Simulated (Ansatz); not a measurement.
Ansatz results at the PBE0-D4/def2-TZVP geometry: HOMO energy (ωB97M-V/def2-TZVPP) -9.18 eV; LUMO energy (PBE/def2-TZVPP) -0.70 eV; size of the dipole moment (PBE/def2-TZVPP) 1.57 D.

Each molecule was computed in one conformer, which needn't be the lowest.

(1) Which molecule gave them?
A. `CO[SiH2]SC`
B. `S=CBS`
C. `[AlH2][O]B1CC1`
D. `C[SiH](O)CS`

## Answers

(1) D. The others give `[AlH2][O]B1CC1`: -8.81, -2.00, 0.74; `CO[SiH2]SC`: -9.26, -0.52, 1.21; `S=CBS`: -9.06, -4.39, 0.46.
